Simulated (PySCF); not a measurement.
Cartesian coordinates (Å):
```xyz
13

Mo     0.3116    -0.0102     0.3011
O      1.1825    -1.6882     0.2990
H      0.6105    -2.4684     0.4510
O      0.6714     0.3092     2.1385
H      0.3481     1.1629     2.4891
O      1.9819     0.9079    -0.0943
H      2.5878     0.9631     0.6699
O     -1.1919    -1.2569     0.3002
H     -2.0372    -0.7862     0.4377
O      0.0517     0.4494    -1.5278
H      0.7250     1.0698    -1.8749
O     -1.0513     1.3370     0.6825
H     -1.4484     1.6590    -0.1506
```
Charge 0, multiplicity 1.

Q: What is the computed HOMO–LUMO gap, HOMO and charge on the central atom (Mulliken) (PySCF with TPSSh-D3(BJ)/def2-TZVP // TPSS-D3(BJ)/def2-SVP)?

A: 
HOMO–LUMO gap: 3.92 eV
HOMO: -7.90 eV
charge on the central atom (Mulliken): 1.60 e
